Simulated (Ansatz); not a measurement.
A nudged elastic band was laid between two geometries of CH$_{4}$BClSi (8 atoms, charge 0, multiplicity 1).

Level of theory: RKS PBE0/def2-SVP (Ansatz 0.2.0).

```json
{
 "movable images": "9",
 "climbing image": "yes",
 "spring": "0.1 eV/Å²",
 "optimiser": "quadratic models (default)",
 "start path": "through a guess of the saddle point",
 "force threshold": "0.03 eV/Å",
 "iteration limit": "31",
 "end points": "relaxed"
}
```

Initial state:

```xyz
8
Properties=species:S:1:pos:R:3
Si 0.101 1.427 -0.228
C 0.319 -0.256 -0.520
B -0.269 -1.211 0.499
Cl -0.119 -2.964 0.323
H 0.604 2.513 -1.112
H -0.629 1.926 0.964
H 0.860 -0.608 -1.404
H -0.867 -0.827 1.478
```

Final state:

```xyz
8
Properties=species:S:1:pos:R:3
Si 0.055 1.419 -0.151
C 0.330 -0.237 -0.538
B -0.145 -1.410 0.301
Cl -1.057 -1.183 1.810
H 0.542 2.531 -1.011
H -0.678 1.887 1.049
H 0.888 -0.447 -1.459
H 0.065 -2.560 -0.002
```

Q: Which bonds break or form, and what moves?

A: No bond is made or broken. The dihedral Si1–C2–B3–Cl4 goes from 180 to 0°.

Q: What energy profile does the band end with?

A: The forces met the threshold. The highest image is number 5 of 0 to 10, 0.49 eV above the first end and 0.43 eV above the last; the last end lies 0.07 eV above the first. Another band between the same ends (9 images) ends at a top of the same energy, where a vibrational analysis finds 1 clearly imaginary mode.

```json
{"image": "0", "path coordinate (Å)": "0.00", "energy (eV)": "0.00", "dihedral Si1–C2–B3–Cl4 (°)": "180"}
{"image": "1", "path coordinate (Å)": "0.50", "energy (eV)": "0.03", "dihedral Si1–C2–B3–Cl4 (°)": "-159"}
{"image": "2", "path coordinate (Å)": "1.00", "energy (eV)": "0.12", "dihedral Si1–C2–B3–Cl4 (°)": "-141"}
{"image": "3", "path coordinate (Å)": "1.49", "energy (eV)": "0.27", "dihedral Si1–C2–B3–Cl4 (°)": "-124"}
{"image": "4", "path coordinate (Å)": "1.97", "energy (eV)": "0.42", "dihedral Si1–C2–B3–Cl4 (°)": "-108"}
{"image": "5", "path coordinate (Å)": "2.45", "energy (eV)": "0.49", "dihedral Si1–C2–B3–Cl4 (°)": "-92"}
{"image": "6", "path coordinate (Å)": "2.95", "energy (eV)": "0.42", "dihedral Si1–C2–B3–Cl4 (°)": "-75"}
{"image": "7", "path coordinate (Å)": "3.44", "energy (eV)": "0.28", "dihedral Si1–C2–B3–Cl4 (°)": "-57"}
{"image": "8", "path coordinate (Å)": "3.92", "energy (eV)": "0.15", "dihedral Si1–C2–B3–Cl4 (°)": "-39"}
{"image": "9", "path coordinate (Å)": "4.39", "energy (eV)": "0.08", "dihedral Si1–C2–B3–Cl4 (°)": "-20"}
{"image": "10", "path coordinate (Å)": "4.87", "energy (eV)": "0.07", "dihedral Si1–C2–B3–Cl4 (°)": "0"}
```

Q: What is the geometry of the highest image?

A: 
```xyz
8
Properties=species:S:1:pos:R:3
Si 0.265 1.470 -0.140
C 0.052 -0.185 -0.519
B -0.437 -1.334 0.375
Cl 0.696 -2.339 1.276
H 0.742 2.456 -1.142
H -0.008 2.032 1.207
H 0.288 -0.456 -1.559
H -1.598 -1.644 0.502
```

The band took 9 iterations and about 9 core-minutes.

Run time: 8.7 min on 1 CPU thread of a shared host.
